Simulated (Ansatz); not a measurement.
Consider the homolysis of the O–Si bond: `O[SiH](F)[SiH2]Cl` → `[OH]`• + `F[SiH][SiH2]Cl`•.

Computed with Ansatz on PBE0-D4/def2-TZVP structures; ΔE is electronic, products minus reactants. CBS: MP2 limit from def2 TZ/QZ plus the TZ coupled-cluster correction, frozen cores. This one scheme is used for every species. DFT in def2-TZVPP. HSE06 is defined as in plane-wave codes. No spin–orbit coupling; open shells (•) take unrestricted orbitals. Each species was taken in one conformer, which may not be the lowest.

`O[SiH](F)[SiH2]Cl`:

Z-matrix (Å, degrees):
```
Si
F 1 1.599
Si 1 2.352 2 107.1
O 1 1.631 2 111.2 3 -118.1
H 1 1.479 2 107.2 3 125.6
Cl 3 2.075 1 104.1 2 -86.9
H 3 1.483 1 114.7 2 30.9
H 3 1.485 1 112.7 2 157.0
H 4 0.961 1 117.4 2 80.6
```

`[OH]`•:

Cartesian coordinates in Å:
```
O 0.309 -0.261 -0.270
H -0.309 0.261 0.270
```

`F[SiH][SiH2]Cl`•:

Z-matrix (Å, degrees):
```
Si
Si 1 2.344
Cl 1 2.062 2 104.1
H 1 1.483 2 111.5 3 -117.0
H 1 1.486 2 114.8 3 118.2
F 2 1.610 1 111.0 3 -174.5
H 2 1.492 1 112.6 3 -54.0
```

```tsv
level	ΔE (eV)	difference from CCSD(T)/CBS
PBE-D4	5.60	-0.22
r2SCAN-D4	5.53	-0.29
B97M-V	5.61	-0.21
PBE0-D4	5.53	-0.29
HSE06-D4	5.53	-0.29
CAM-B3LYP-D4	5.67	-0.15
ωB97M-V	5.78	-0.04
B2PLYP	5.63	-0.19
r2SCAN	5.51	-0.31
HSE06	5.49	-0.33
BHLYP	5.37	-0.45
MP2/def2-SVP	5.66	-0.16
MP2/def2-TZVPP	5.99	0.17
CCSD(T)/def2-TZVPP	5.66	-0.16
HF/CBS(def2)	4.30	-1.52
CCSD/CBS(def2)	5.72	-0.10
CCSD(T)/CBS	5.82	0
```

(1) What do rigid-rotor, harmonic-oscillator terms from PBE0-D4/def2-TZVP frequencies (298.15 K, 1 bar) make of the CCSD(T)/CBS value? (An estimate is asked.)

Largest T1 diagnostic among the species: 0.014.

Results:

(1) Ansatz gave: ΔZPE = -0.20 eV, ΔH = +5.68 eV, ΔS = 163 J/(mol·K), ΔG = +5.17 eV. Open shells count their whole term as degenerate. Modes under 50 cm⁻¹ make the entropy rough.

The D4 term adds +0.09 eV with B3LYP and +0.05 eV with PBE0; it sums over pairs of atoms, weighted by their polarisabilities, and B3LYP, whose exchange is more repulsive, gets the larger term. At CCSD(T), def2-SVP lies −0.47 eV from the extrapolated value and def2-TZVPP −0.16 eV: correlation converges slowly with the basis, and small sets miss more of it in the bonded molecule than in its fragments.

B3LYP here is the variant with VWN-RPA as its local correlation; programs differ in this.
